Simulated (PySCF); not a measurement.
FH$_{4}$OSi$_{2}$ (calculated)

Calculation on a computer-drawn molecule: optimised geometry and harmonic frequencies of an isolated molecule of the commonest isotopes, restricted reference for singlets and unrestricted otherwise, frozen core in MP2. Program: PySCF 2.14.0.

```json
{"formula": "FH4OSi2", "start_structure": {"atoms_angstrom": [["O", -0.3557, 0.6277, -1.8521], ["Si", -0.1432, -0.3744, -0.5491], ["F", -1.3014, -1.5261, -0.6999], ["Si", 1.9433, -1.238, -0.9406], ["H", -1.2191, 1.0006, -2.0129], ["H", -0.6522, 0.313, 0.7236], ["H", 3.0549, -0.3873, -1.0384], ["H", 2.3724, -2.3452, 0.0136]]}, "given": {"charge": 0, "multiplicity": 2, "method": "HF", "basis": "cc-pV(D+d)Z", "drawn_bonds_atom": [1, 2, 2, 1, 2, 4, 4], "drawn_bonds_other_atom": [2, 3, 4, 5, 6, 7, 8], "drawn_bonds_order": [1, 1, 1, 1, 1, 1, 1]}, "results": {"optimised_atom_element": ["O", "Si", "F", "Si", "H", "H", "H", "H"], "optimised_atom_x [angstrom]": [-0.4339, -0.1828, -1.261, 1.95, -1.227, -0.4476, 3.012, 2.289], "optimised_atom_y [angstrom]": [0.6149, -0.4041, -1.609, -1.321, 1.13, 0.2753, -0.292, -2.324], "optimised_atom_z [angstrom]": [-1.898, -0.6425, -0.6952, -0.9257, -1.937, 0.6395, -1.008, 0.1114], "modes_frequency [cm^-1]": [111.8, 163.7, 224.1, 254.3, 369.5, 456.7, 565.6, 590.5, 789.5, 851.8, 908.0, 935.2, 980.8, 1006, 2301, 2314, 2331, 4160], "modes_reduced_mass [dalton]": [1.116, 4.693, 4.237, 1.324, 4.373, 4.149, 1.147, 1.318, 1.102, 5.532, 1.615, 1.49, 1.782, 1.27, 1.03, 1.053, 1.041, 1.067], "rotational_constants [GHz]": [6.462, 2.958, 2.227], "total_energy [hartree]": -754.5806, "spin_squared": 0.758, "convergence_status_largest_gradient_component [hartree/bohr]": 2.972e-05}}
```
